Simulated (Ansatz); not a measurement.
```yaml
crystal:
  periodic: [false, false, false]
  atoms:
    - {symbol: C, position_ang: [2.267061, 2.196962, 0.868371]}
    - {symbol: O, position_ang: [1.107418, 1.467105, 0.654040]}
    - {symbol: Hf, position_ang: [-0.218696, 0.161789, 0.184192]}
    - {symbol: C, position_ang: [-1.304645, -0.165861, 2.122009]}
    - {symbol: O, position_ang: [-1.564913, 0.998237, -0.899782]}
    - {symbol: C, position_ang: [-2.445301, 1.515276, -1.834299]}
    - {symbol: C, position_ang: [-0.066948, -2.370867, 0.237587]}
    - {symbol: C, position_ang: [-0.346885, -2.001023, -1.088216]}
    - {symbol: C, position_ang: [0.781459, -1.311815, -1.607152]}
    - {symbol: C, position_ang: [1.752790, -1.322242, -0.591965]}
    - {symbol: F, position_ang: [2.970491, -0.795913, -0.703248]}
    - {symbol: C, position_ang: [1.244613, -1.934097, 0.558770]}
    - {symbol: H, position_ang: [2.248547, 3.129395, 0.293025]}
    - {symbol: H, position_ang: [2.364247, 2.454424, 1.928700]}
    - {symbol: H, position_ang: [3.152948, 1.625704, 0.570253]}
    - {symbol: H, position_ang: [-2.192056, -0.798882, 2.012433]}
    - {symbol: H, position_ang: [-0.680543, -0.609303, 2.905017]}
    - {symbol: H, position_ang: [-1.646683, 0.809195, 2.491350]}
    - {symbol: H, position_ang: [-3.443234, 1.632933, -1.397452]}
    - {symbol: H, position_ang: [-2.110218, 2.497778, -2.186094]}
    - {symbol: H, position_ang: [-2.531623, 0.852586, -2.704287]}
    - {symbol: H, position_ang: [-0.731499, -2.893132, 0.908012]}
    - {symbol: H, position_ang: [-1.267910, -2.183540, -1.621514]}
    - {symbol: H, position_ang: [0.900450, -0.901580, -2.598633]}
    - {symbol: H, position_ang: [1.761111, -2.053110, 1.498873]}
basis:
  gaussian: {orbitals: def2-mTZVP, fitting: {mean_field: cc-pVTZ-jkfit}}
hamiltonian: {xc: {name: B97}}
```

```sh
$ ansatz run in.yaml --threads 10 --pin off --events-out ev --progress --plain --max-ram 110592MiB --backend cuda --devices 0, --max-vram 75GiB
```

How does Ansatz answer? (An estimate is asked.)

Computed: The program refused the input.
```
Functional definition: B97
  name "B97"
  cite "Becke, J. Chem. Phys. 107, 8554 (1997) doi:10.1063/1.475007"
  parameter cx = 0.1943
  parameter cx0 = 0.8094
  parameter cx1 = 0.5073
  parameter cx2 = 0.7481
  parameter css0 = 0.1737
  parameter css1 = 2.3487
  parameter css2 = -2.4868
  parameter cos0 = 0.9454
  parameter cos1 = 0.7471
  parameter cos2 = -4.5961
  exchange = spin_sum(e_x_unif_s*poly(b97_u_x, cx0, cx1, cx2)) + cx*exact_x
  correlation = spin_sum(e_c_pw_same_spin*poly(b97_u_same, css0, css1, css2))
      + integral(e_c_pw_opposite_spin*poly(b97_u_opposite, cos0, cos1, cos2))
Error: <dir> the basis set cc-pVTZ-JKFIT has no functions for Hf
```
